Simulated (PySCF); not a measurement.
Species: CH7FGe2.
Bonds: F1–C2, C2–Ge3, C2–Ge4. Hydrogens: H5 on C2; H6, H7, H8 on Ge3; H9, H10, H11 on Ge4.

Level of theory: PBE0-D3(BJ)/def2-SVP geometry optimisation, gas phase (PySCF 2.14.0).

(1) Give the optimised bond lengths and angles.

Answers

(1) 
```json
{"bond": "F1–C2", "length (pm)": "139.2"}
{"bond": "C2–Ge3, C2–Ge4", "length (pm)": "197.4"}
{"bond": "C2–H5", "length (pm)": "110.5"}
{"bond": "Ge3–H6 and 5 like bonds", "length (pm)": "153.9"}
```

Bonds in one row agree within 1 pm and their mean is given. A selection of angles:
```json
{"angle": "F1–C2–Ge3", "degrees": "108.2"}
{"angle": "F1–C2–H5", "degrees": "108.2"}
{"angle": "Ge3–C2–Ge4", "degrees": "114.7"}
{"angle": "Ge3–C2–H5", "degrees": "108.7"}
{"angle": "C2–Ge3–H6", "degrees": "109.1"}
{"angle": "H6–Ge3–H7", "degrees": "109.7"}
```

Ge3 (germanium bonded to C and 3 H) is tetrahedral (angles from 109.0° to 110.0°).

Point group: Cs (tolerance 0.08 Å). Whether it is a minimum is left open (no frequencies).
